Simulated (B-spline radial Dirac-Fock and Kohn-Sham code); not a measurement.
**Ir⁵⁺: photoemission with 12000 eV photons**

System: the Ir⁵⁺ ion in the configuration [Xe] 4f14 5d4.

These are calculated numbers from a radial finite-basis atomic code; the model is independent-particle photoionisation in a Dirac-Hartree-Slater potential with a Latter tail, all multipoles, thresholds from Dirac-Fock ΔSCF. The asymmetry parameter β is from the dipole term alone. Kinetic energies are from the vacuum level. Open shells are spread statistically over j, without multiplet splitting.

| subshell | electrons | binding (eV) | kinetic (eV) | σ (kb) | β |
| --- | --- | --- | --- | --- | --- |
| L3 (2p3/2) | 4 | 11295.4 | 704.6 | 32.7 | 1.22 |
| M1 (3s) | 2 | 3259.0 | 8741.0 | 2.83 | 1.94 |
| M2 (3p1/2) | 2 | 2992.4 | 9007.6 | 3.28 | 1.54 |
| M3 (3p3/2) | 4 | 2635.9 | 9364.1 | 5.36 | 1.67 |
| M4 (3d3/2) | 4 | 2196.4 | 9803.6 | 2.16 | 1.16 |
| M5 (3d5/2) | 6 | 2120.8 | 9879.2 | 2.79 | 1.03 |
| N1 (4s) | 2 | 776.2 | 11223.8 | 0.744 | 1.94 |
| N2 (4p1/2) | 2 | 663.3 | 11336.7 | 0.767 | 1.54 |
| N3 (4p3/2) | 4 | 578.7 | 11421.3 | 1.22 | 1.67 |
| N4 (4d3/2) | 4 | 393.5 | 11606.5 | 0.456 | 1.13 |
| N5 (4d5/2) | 6 | 377.8 | 11622.2 | 0.583 | 0.99 |
| N6 (4f5/2) | 6 | 140.5 | 11859.5 | 0.0306 | 0.63 |
| N7 (4f7/2) | 8 | 137.5 | 11862.5 | 0.0370 | 0.61 |
| O1 (5s) | 2 | 176.0 | 11824.0 | 0.150 | 1.94 |
| O2 (5p1/2) | 2 | 137.2 | 11862.8 | 0.135 | 1.54 |
| O3 (5p3/2) | 4 | 122.8 | 11877.2 | 0.211 | 1.67 |
| O4 (5d3/2) | 1.6 | 72.23 | 11927.8 | 0.0221 | 1.13 |
| O5 (5d5/2) | 2.4 | 70.61 | 11929.4 | 0.0281 | 0.98 |

Branching ratios of the spin-orbit partners (statistical value in brackets): 3p 1.63 (2.00), 3d 1.29 (1.50), 4p 1.59 (2.00), 4d 1.28 (1.50), 4f 1.21 (1.33), 5p 1.56 (2.00), 5d 1.28 (1.50).
